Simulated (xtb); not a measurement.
xtb input (GFN2-xTB):

```bash
xtb mol.xyz --gfn 2 --sp --chrg 1 --uhf 0
```
mol.xyz:
```
7

Si     0.29559365     0.14303420    -0.16614320
O     -0.12344061    -1.29266992    -0.85659991
O     -0.99083940     1.16519103    -0.28383740
O      0.59659472    -0.12302277     1.43141073
H     -0.37949400    -1.28410967    -1.78359362
H     -0.91105382     2.03184893     0.12542082
H      1.29371905    -0.74620474     1.65639036
```

Output:

```
           -------------------------------------------------
          |                Calculation Setup                |
           -------------------------------------------------

           -------------------------------------------------
          |                 G F N 2 - x T B                 |
           -------------------------------------------------

        Reference                      10.1021/acs.jctc.8b01176
      * Hamiltonian:
        H0-scaling (s, p, d)           1.850000    2.230000    2.230000
        zeta-weighting                 0.500000
      * Dispersion:
        s8                             2.700000
        a1                             0.520000
        a2                             5.000000
        s9                             5.000000
      * Repulsion:
        kExp                           1.500000    1.000000
        rExp                           1.000000
      * Coulomb:
        alpha                          2.000000
        third order                    shell-resolved
        anisotropic                    true
        a3                             3.000000
        a5                             4.000000
        cn-shift                       1.200000
        cn-exp                         4.000000
        max-rad                        5.000000

          ...................................................
          :                      SETUP                      :
          :.................................................:
          :  # basis functions                  25          :
          :  # atomic orbitals                  24          :
          :  # shells                           12          :
          :  # electrons                        24          :
          :  max. iterations                   250          :
          :  Hamiltonian                  GFN2-xTB          :
          :  restarted?                      false          :
          :  GBSA solvation                  false          :
          :  PC potential                    false          :
          :  electronic temp.          300.0000000     K    :
          :  accuracy                    1.0000000          :
          :  -> integral cutoff          0.2500000E+02      :
          :  -> integral neglect         0.1000000E-07      :
          :  -> SCF convergence          0.1000000E-05 Eh   :
          :  -> wf. convergence          0.1000000E-03 e    :
          :  Broyden damping             0.4000000          :
          :  net charge                          1          :
          :  unpaired electrons                  0          :
          ...................................................

 iter      E             dE          RMSdq      gap      omega  full diag
   1    -15.1392393 -0.151392E+02  0.901E+00    5.43       0.0  T
   2    -15.1820918 -0.428526E-01  0.534E+00    4.41       1.0  T
   3    -15.1801819  0.190992E-02  0.134E+00    4.86       1.0  T
   4    -15.1860171 -0.583517E-02  0.993E-01    4.25       1.0  T
   5    -15.1762559  0.976116E-02  0.139E+00    5.09       1.0  T
   6    -15.1899063 -0.136504E-01  0.218E-01    4.63       1.0  T
   7    -15.1899764 -0.700250E-04  0.190E-01    4.62       1.0  T
   8    -15.1902059 -0.229588E-03  0.317E-02    4.54       1.2  T
   9    -15.1902108 -0.487827E-05  0.131E-02    4.55       2.9  T
  10    -15.1902116 -0.823331E-06  0.554E-03    4.55       6.8  T
  11    -15.1902119 -0.217836E-06  0.375E-04    4.55     100.8  T
  12    -15.1902119 -0.992605E-09  0.794E-05    4.55     475.8  T

   *** convergence criteria satisfied after 12 iterations ***

         #    Occupation            Energy/Eh            Energy/eV
      -------------------------------------------------------------
         1        2.0000           -1.0502489             -28.5787
       ...           ...                  ...                  ...
         6        2.0000           -0.8074195             -21.9710
         7        2.0000           -0.7628613             -20.7585
         8        2.0000           -0.7363977             -20.0384
         9        2.0000           -0.7363977             -20.0384
        10        2.0000           -0.7246318             -19.7182
        11        2.0000           -0.7114154             -19.3586
        12        2.0000           -0.7114154             -19.3586 (HOMO)
        13                         -0.5441421             -14.8069 (LUMO)
        14                         -0.3756488             -10.2219
        15                         -0.3756488             -10.2219
        16                         -0.2763271              -7.5192
        17                         -0.1907665              -5.1910
       ...                                ...                  ...
        24                          0.4942274              13.4486
      -------------------------------------------------------------
                  HL-Gap            0.1672734 Eh            4.5517 eV
             Fermi-level           -0.6277787 Eh          -17.0827 eV

 SCC (total)                   0 d,  0 h,  0 min,  0.007 sec
 SCC setup                      ...        0 min,  0.000 sec (  2.089%)
 Dispersion                     ...        0 min,  0.000 sec (  1.337%)
 classical contributions        ...        0 min,  0.000 sec (  0.374%)
 integral evaluation            ...        0 min,  0.001 sec ( 15.722%)
 iterations                     ...        0 min,  0.004 sec ( 51.515%)
 molecular gradient             ...        0 min,  0.002 sec ( 25.639%)
 printout                       ...        0 min,  0.000 sec (  3.051%)

         :::::::::::::::::::::::::::::::::::::::::::::::::::::
         ::                     SUMMARY                     ::
         :::::::::::::::::::::::::::::::::::::::::::::::::::::
         :: total energy             -15.107441156336 Eh    ::
         :: gradient norm              0.157440662756 Eh/a0 ::
         :: HOMO-LUMO gap              4.551740536587 eV    ::
         ::.................................................::
         :: SCC energy               -15.190210714763 Eh    ::
         :: -> isotropic ES            0.154387914959 Eh    ::
         :: -> anisotropic ES         -0.001750287452 Eh    ::
         :: -> anisotropic XC         -0.003177025404 Eh    ::
         :: -> dispersion             -0.002544992159 Eh    ::
         :: repulsion energy           0.082769558427 Eh    ::
         :: add. restraining           0.000000000000 Eh    ::
         :: total charge               1.000000000000 e     ::
         :::::::::::::::::::::::::::::::::::::::::::::::::::::

           -------------------------------------------------
          |                Property Printout                |
           -------------------------------------------------

    * Orbital Energies and Occupations

         #    Occupation            Energy/Eh            Energy/eV
      -------------------------------------------------------------
         1        2.0000           -1.0502489             -28.5787
         2        2.0000           -0.9117738             -24.8106
         3        2.0000           -0.9117738             -24.8106
         4        2.0000           -0.8577251             -23.3399
         5        2.0000           -0.8074195             -21.9710
         6        2.0000           -0.8074195             -21.9710
         7        2.0000           -0.7628613             -20.7585
         8        2.0000           -0.7363977             -20.0384
         9        2.0000           -0.7363977             -20.0384
        10        2.0000           -0.7246318             -19.7182
        11        2.0000           -0.7114154             -19.3586
        12        2.0000           -0.7114154             -19.3586 (HOMO)
Note: The following floating-point exceptions are signalling: IEEE_UNDERFLOW_FLAG IEEE_DENORMAL
normal termination of xtb
        13                         -0.5441421             -14.8069 (LUMO)
        14                         -0.3756488             -10.2219
        15                         -0.3756488             -10.2219
        16                         -0.2763271              -7.5192
        17                         -0.1907665              -5.1910
        18                         -0.1907665              -5.1910
        19                         -0.1245389              -3.3889
        20                         -0.0260432              -0.7087
        21                         -0.0260432              -0.7087
        22                          0.2753007               7.4913
        23                          0.4942274              13.4486
        24                          0.4942274              13.4486
      -------------------------------------------------------------
                  HL-Gap            0.1672734 Eh            4.5517 eV
             Fermi-level           -0.6277787 Eh          -17.0827 eV

     #   Z          covCN         q      C6AA      α(0)
     1  14 Si       2.320     0.714   168.023    28.035
     2   8 O        1.574    -0.302    19.087     5.895
     3   8 O        1.574    -0.302    19.087     5.895
     4   8 O        1.574    -0.302    19.087     5.895
     5   1 H        0.809     0.397     0.489     1.098
     6   1 H        0.809     0.397     0.489     1.098
     7   1 H        0.809     0.397     0.489     1.098

 Mol. C6AA /au·bohr⁶  :        756.837026
 Mol. C8AA /au·bohr⁸  :      29558.746835
 Mol. α(0) /au        :         49.015949

Wiberg/Mayer (AO) data.
largest (>0.10) Wiberg bond orders for each atom

 ---------------------------------------------------------------------------
     #   Z sym  total        # sym  WBO       # sym  WBO       # sym  WBO
 ---------------------------------------------------------------------------
     1  14 Si   4.274 --     2 O    1.409     3 O    1.409     4 O    1.409
     2   8 O    2.382 --     1 Si   1.409     5 H    0.818
     3   8 O    2.382 --     1 Si   1.409     6 H    0.818
     4   8 O    2.382 --     1 Si   1.409     7 H    0.818
     5   1 H    0.842 --     2 O    0.818
     6   1 H    0.842 --     3 O    0.818
     7   1 H    0.842 --     4 O    0.818
 ---------------------------------------------------------------------------

Topologies differ in total number of bonds
Writing topology from bond orders to xtbtopo.mol

molecular dipole:
                 x           y           z       tot (Debye)
 q only:        0.696       0.337      -0.391
   full:        1.521       0.736      -0.855       4.814
molecular quadrupole (traceless):
                xx          xy          yy          xz          yz          zz
 q only:       -3.061      -3.065       1.790       3.560       1.723       1.272
  q+dip:       -2.697      -2.700       1.577       3.136       1.518       1.120
   full:       -2.049      -2.052       1.198       2.383       1.153       0.851

           -------------------------------------------------
          | TOTAL ENERGY              -15.107441156336 Eh   |
          | GRADIENT NORM               0.157440662756 Eh/α |
          | HOMO-LUMO GAP               4.551740536587 eV   |
           -------------------------------------------------

------------------------------------------------------------------------
------------------------------------------------------------------------
 total:
 SCF:
```

This state (charge 1, singlet) is run at the relaxed geometry of the species with charge 0 and multiplicity 2.
